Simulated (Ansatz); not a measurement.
Cost and result for the atomization energy of C₅HAlCl₂F₆O₂ (`FC(F)(F)C1=CC(C(F)(F)F)=[O+][Al-]([Cl])([Cl])[O]1`) (17 atoms, 17 bonds).

```xyz
17

F     2.385   -1.072    1.876
C     1.318   -1.780    1.516
F     0.675   -2.161    2.613
F     1.730   -2.860    0.863
C     0.373   -0.966    0.620
C     0.695    0.340    0.276
C    -0.162    1.070   -0.536
C     0.188    2.513   -0.921
F     0.282    2.613   -2.241
F    -0.766    3.332   -0.497
F     1.343    2.898   -0.386
O    -1.254    0.668   -1.023
Al   -2.004   -0.977   -0.792
Cl   -2.002   -2.006   -2.605
Cl   -3.749   -0.796    0.334
O    -0.657   -1.601    0.265
H     1.606    0.785    0.638
```

The species carries charge 0 and has multiplicity 1. The geometry is a stationary point of PBE0-D4/def2-TZVP. Program: Ansatz. All runs use 11 threads of an AMD EPYC 7R13 on a shared host and a whole NVIDIA H100 80 GB. Times are those of one run each, without the atoms' runs, and a repeat can differ threefold. Electronic energies, without spin–orbit coupling; frozen cores. CCSD(T)/CBS adds CCSD(T) − MP2 in def2-TZVPP to the MP2 limit, and its time is that of the two runs behind it. T1 = 0.014. HSE06 is the plane-wave form, built on full-range PBE exchange.

CCSD(T)/CBS is a level of theory with its own doubt, some kJ/mol a heavy atom from the limit and from the frozen cores, so smaller differences don't rank the functionals.

| level | functions | wall time |
| --- | --- | --- |
| LDA (SPW92)/def2-TZVPP | 543 | 2.2 s |
| revPBE-D4/def2-TZVPP | 543 | 2.4 s |
| BHLYP-D4/def2-TZVPP | 543 | 2.5 s |
| PBE-D4/def2-TZVPP (with forces) | 543 | 2.6 s |
| r2SCANh-D4/def2-TZVPP | 543 | 2.7 s |
| HSE06-D4/def2-TZVPP | 543 | 2.7 s |
| ωB97X-V/def2-TZVPP | 543 | 3.4 s |
| B2PLYP/def2-TZVPP | 543 | 3.6 s |
| PBE-QIDH/def2-TZVPP | 543 | 3.8 s |
| CCSD(T)/def2-SVP | 241 | 6 s |
| MP2/def2-QZVPP | 981 | 6 s |
| CCSD(T)/def2-TZVPP | 543 | 97 s |
| CCSD(T)/CBS(def2) | – | 100 s |

Problem. What atomization energy does each give, and how far from CCSD(T)/CBS? (An estimate is asked.)

Solution. The calculation gave: 
| level | atomization (kJ/mol) | difference from CCSD(T)/CBS | per bond |
| --- | --- | --- | --- |
| LDA (SPW92)/def2-TZVPP | 9331.4 | 1655.5 | 97.4 |
| revPBE-D4/def2-TZVPP | 7765.7 | 89.8 | 5.3 |
| BHLYP-D4/def2-TZVPP | 7230.2 | -445.7 | -26.2 |
| PBE-D4/def2-TZVPP (with forces) | 8081.7 | 405.8 | 23.9 |
| r2SCANh-D4/def2-TZVPP | 7699.2 | 23.3 | 1.4 |
| HSE06-D4/def2-TZVPP | 7785.4 | 109.5 | 6.4 |
| ωB97X-V/def2-TZVPP | 7728.3 | 52.4 | 3.1 |
| B2PLYP/def2-TZVPP | 7582.7 | -93.2 | -5.5 |
| PBE-QIDH/def2-TZVPP | 7680.8 | 4.9 | 0.3 |
| CCSD(T)/def2-SVP | 7319.7 | -356.2 | -21.0 |
| MP2/def2-QZVPP | 7995.1 | 319.2 | 18.8 |
| CCSD(T)/def2-TZVPP | 7444.2 | -231.7 | -13.6 |
| CCSD(T)/CBS(def2) | 7675.9 | 0.0 | 0.0 |

The D4 term adds +98.7 kJ/mol with B3LYP and +53.8 kJ/mol with PBE0; it sums over pairs of atoms, weighted by their polarisabilities, and B3LYP, whose exchange is more repulsive, gets the larger term. From r2SCAN to r2SCAN0 (25 % exact exchange), in def2-TZVPP and without D4, the atomization energy moves by −268.1 kJ/mol: exact exchange takes away binding that semilocal exchange gives to molecules. In def2-TZVPP, CCSD(T) changes the Hartree–Fock value by +2170.8 kJ/mol (the triples alone add +198.6 kJ/mol) and MP2 by +2584.4 kJ/mol; breaking electron pairs costs correlation energy, which Hartree–Fock lacks.

B3LYP here is the variant with VWN-RPA as its local correlation; programs differ in this.
